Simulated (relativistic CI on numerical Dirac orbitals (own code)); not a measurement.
## What each ingredient does to the levels of Sc¹¹⁺

Base calculation: Dirac-Coulomb-Breit CI, separate exchange-only KLI orbitals for each configuration, QED by a radiative potential, unscaled Slater integrals.

CI space (outside the closed core 1s2): 2s²2p⁶, 2s²2p⁵3s, 2s²2p⁵3p, 2s²2p⁵3d, 2s2p⁶3s, 2s2p⁶3p, 2s²2p⁵4s, 2s2p⁶3d, 2s²2p⁵4p, 2s²2p⁵4d, 2s²2p⁵4f, 2s²2p⁴3s², 2s²2p⁴3s3p, 2s2p⁶4s, 2s2p⁶4p, 2s²2p⁴3p². Levels of other configurations are missing.

Variants: (1) Breit term removed; (2) only the first 3 configurations. Shifts of the energy above 2s²2p⁶ ¹S0, in eV, for the lowest level and the first level of each name with at least 55 % of one term (blank where a level changes its place among those of its configuration and J or its character, or is not in the variant):

| Level | Base | Δ(1) | Δ(2) |
| --- | --- | --- | --- |
| 2s²2p⁶ ¹S0 | 0.000 | 0.000 | 0.000 |
| 2s²2p⁵3s ³P°2 | 400.191 | +0.220 | +0.066 |
| 2s²2p⁵3s ³P°1 | 401.483 | +0.226 | +0.065 |
| 2s²2p⁵3s ³P°0 | 404.849 | +0.365 | +0.076 |
| 2s²2p⁵3s ¹P°1 | 405.940 | +0.366 | +0.073 |
| 2s²2p⁵3p ³S1 | 420.735 | +0.222 | +0.757 |
| 2s²2p⁵3p ³D2 | 424.104 | +0.199 | -0.062 |
| 2s²2p⁵3p ³D3 | 424.246 | +0.233 | -0.065 |
| 2s²2p⁵3p ³P2 | 426.331 | +0.212 | -0.108 |
| 2s²2p⁵3p ³P0 | 428.719 | +0.270 | -0.135 |
| 2s²2p⁵3p ³P1 | 430.041 | +0.343 | -0.066 |
| 2s²2p⁵3p ¹S0 | 443.074 | +0.256 | +0.922 |
| 2s²2p⁵3d ³P°0 | 453.467 | +0.212 |  |
| 2s²2p⁵3d ³P°1 | 453.936 | +0.248 |  |

At this charge energies of transitions that change n are usually good to better than 1 %, and those within a shell (Δn = 0) to a few per cent.

Ionisation energy from the two ground configurations alone: base 684.514 eV; Breit term removed 684.787 eV. The NIST ASD value (measured) is 687.36 eV.

LS names give the leading component of a level, which can be under half, so a name can repeat, a term be missing and a line seem to break the LS rules.
